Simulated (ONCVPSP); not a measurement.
# chromium (Cr), ONCV: configuration errors across variants

```
Element                 : Cr
Generator               : ONCVPSP 4.0.1
Type                    : optimised norm-conserving Vanderbilt (ONCV)
Functional              : PBE
Relativity              : fully relativistic
Frozen core             : [Ne]
Valence charge          : 14
Reference configuration : 3s2 3p6 3d5 4s0.75 (charge +0.25)
Partial waves           : 3s+4s: rc 1.75 bohr, ncon 4, nbas 7, qcut 6.4 1/bohr, 2 projectors; 3p: rc 0.90 bohr, ncon 3, nbas 6, qcut 10.3 1/bohr, 1 projector; 3d: rc 1.05 bohr, ncon 5, nbas 10, qcut 7.7 1/bohr, 2 projectors, debl 3.1 Ha
Local potential         : polynomial inside 0.70 bohr (lpopt 5, dvloc0 4 Ha)
Core correction         : Teter function, fcfact 5.5, rcfact 1.65
```

Open shells are filled in proportion to 2j + 1.

All-electron excitation energies from the reference (eV): (1) 3s2 3p6 3d5 4s1 -1.175; (2) 3s2 3p6 3d5 4s0 5.726; (3) 3s2 3p6 3d4 4s0 21.779; (4) 3s2 3p6 3d4 4s1 6.813.

Errors AE − PS in meV (a dash: test not solved or not reliable):

```
     change   (1)   (2)   (3)   (4)  bound ghosts  GHOST(+) flags above zero
       base  -0.3  +0.5  +1.8  +3.2          none                       none
s: qcut 3.7  -0.3  +0.6  +1.2  +3.3          none                       none
s: qcut 4.4  -0.3  +0.6  +1.5  +3.3          none                       none
s: qcut 5.2  -0.3  +0.5  +1.7  +3.3          none                       none
s: qcut 6.5  -0.3  +0.5  +1.8  +3.2          none                       none
s: qcut 6.9  -0.3  +0.5  +1.8  +3.2          none                       none
s: qcut 7.7  -0.3  +0.5  +1.8  +3.1          none                          s
s: qcut 8.1  -0.3  +0.6  +1.8  +3.1          none                          s
  s: qcut 9  -0.3  +0.6  +1.7  +3.1          none                          s
s: qcut 9.6  -0.3  +0.6  +1.7  +3.1          none                       none
```

Give the same row for: s: qcut 5.6.

-0.3, +0.5, +1.7, +3.2; bound ghosts: none; GHOST(+) flags above zero: none.
